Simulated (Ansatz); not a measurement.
Two structures of CH$_{6}$ClGa, singlet, reached by relaxing down either side of one saddle point (PBE0-D4/def2-TZVP). Energies are electronic, without zero-point energy. Ansatz 0.2.0; basis: def2-TZVPP and def2-QZVPP; cores frozen in the correlated methods. Filled d shells of the heavier atoms are correlated. The def2 sets are not built for correlating such inner shells, so the correlated values are less sure here. Extrapolation: Hartree–Fock as exp(−7.88 √X), correlation as X^−2.97. First:

Ga1  (-1.501, -0.499, -0.608)
Cl2  (-1.955, -1.708, 1.119)
H3  (-0.701, -1.220, -1.730)
H4  (-2.118, 0.930, -0.590)
H5  (0.719, -0.214, 0.998)
C6  (1.250, 0.493, 0.356)
H7  (1.806, -0.046, -0.410)
H8  (0.560, 1.200, -0.113)
H9  (1.939, 1.065, 0.978)
(Å)

Second:

```
9
angstrom
Ga -0.8218 0.1166 -0.7685
Cl -1.1618 -1.6203 1.4046
H -0.9755 -1.0164 -1.8498
H -2.0654 1.0071 -0.3985
H 0.0222 -1.3639 1.8257
C 0.9803 0.6314 -0.1341
H 1.6646 -0.2200 -0.1090
H 1.4094 1.3659 -0.8228
H 0.9479 1.0997 0.8524
```

Problem. Which bonds change from the first to the second?

Solution. GaH₂Cl ([Cl][GaH2]) + CH₄ → CH₅Ga ([CH3][GaH2]) + HCl; bonds formed: Ga1–C6, Cl2–H5; bonds broken: Ga1–Cl2, H5–C6.

Problem. Give the saddle point's structure and its height above each. (An estimate is asked for; the value comes from the calculation.)

Solution. Computed: 43.52 kcal/mol above the first and 11.25 kcal/mol above the second (CCSD(T) at an estimated basis limit (MP2 extrapolated from triple and quadruple zeta, plus CCSD(T) − MP2 in triple zeta)).
```
atom    x (Å)    y (Å)    z (Å)
 Ga1  -0.9646  -0.0532  -0.6385
 Cl2  -0.9759  -1.5497   1.4026
  H3  -0.8940  -1.0419  -1.8385
  H4  -2.0170   1.0467  -0.3147
  H5   0.0459  -0.6255   0.8901
  C6   0.9329   0.4160   0.1181
  H7   1.7394  -0.3174   0.0607
  H8   1.1084   1.1168  -0.7105
  H9   1.0249   1.0081   1.0307
```

The T1 diagnostic stays at or below 0.012.

Labels in which every atom is bracketed show which atoms are joined, not bond orders.

For scale, one of the runs: CCSD(T)/def2-TZVPP, 205 basis functions (an equivalent command: `ansatz run in.yaml --threads 4`). The run took 110 s on 4 CPU threads (shared host), with 2.5 GiB of host memory at its peak.
